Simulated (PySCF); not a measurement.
CH9NSi2, SMILES C[Si@@H](N)[SiH3]. Geometry optimised at PBE-D3(BJ)/def2-SVP. The structure was generated by enumeration; whether it is a known compound was not checked. Other conformers were not sampled.

The numbers are results of PBE-D3(BJ)/def2-SVP (PySCF), not measurements.

Harmonic wavenumbers (cm⁻¹): 100, 119, 147, 151, 172, 247, 390, 450, 462, 501, 615, 671, 713, 781, 799, 846, 862, 889, 905, 909, 1211, 1378, 1384, 1503, 2124, 2134, 2142, 2145, 2974, 3073, 3081, 3463, 3554. Rotational constants (GHz): 5.274, 2.656, 2.001; symmetry number 1.

Task: Work out the zero-point energy and the ideal-gas rigid-rotor harmonic-oscillator thermochemistry at 298.15 K and 1 atm.

Result: ZPE = ½ Σ hcν = ½ × 40896 cm⁻¹ = 244.61 kJ/mol. H − E(el) = 269.64 kJ/mol. Entropy in J/(mol K): translation 165.04, rotation 112.31, vibration 90.65, total 368.00. G − E(el) = 159.92 kJ/mol. Cp = 133.46 J/(mol K). Modes under 150 cm⁻¹ make the vibrational entropy uncertain.
